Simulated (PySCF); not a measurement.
These compounds are isomers of formula C$_{5}$H$_{9}$FO$_{2}$Si.

A. `COC[SiH2]/C(F)=C\C=O`
B. `CO[C@@H]1C=C(F)[SiH2]OC1`
C. `CC(=O)[Si@@H](C=O)[C@@H](C)F`

Spectrum 1. 13C{1H} NMR (computed): δ 182.8 (C), 128.5 (CH), 77.7 (CH), 62.4 (CH2), 57.4 (CH3).

Spectrum 2. 13C{1H} NMR (computed): δ 199.2 (C), 195.7 (CH), 136.5 (CH), 65.2 (CH3), 64.0 (CH2).

Spectrum 3. 13C{1H} NMR (computed): δ 247.8 (CH), 242.4 (C), 87.1 (CH), 43.9 (CH3), 20.9 (CH3).

In vacuum, a single conformation, no relativistic terms, averaged over atoms made equivalent by symmetry, fast rotation or ring inversion. σ from GIAO-PBE0/pcSseg-1; structure optimised with GFN2-xTB; PySCF.

Shifts are taken against calculated references (same method and geometry level): TMS for 13C. Splittings of carbon signals by F and P are missing where no couplings were computed. Shifts are as computed. Against solution values, carbons near 30 ppm lie about +3 ppm off and those near 130 ppm about +5 ppm. Of 1309 compounds with measured shifts, 239 miss one by over three times the rms of a fit or turn the order of signals round; such compounds aren't used in these exercises.

Question: Which spectrum belongs to which compound?

Answer: 1–B, 2–A, 3–C.

- Spectrum 1 (B): 5 13C signals; δC 128.5 is an alkene CH; δC 77.7 is an allylic sp3 CH bonded to O.
- Spectrum 2 (A): 5 13C signals; δC 199.2 is a β carbon of a C=C–C=O unit; δC 195.7 is an aldehyde carbonyl carbon.
- Spectrum 3 (C): 5 13C signals; δC 87.1 is an sp3 CH bonded to F and Si; δC 43.9 is a methyl carbon α to a carbonyl.
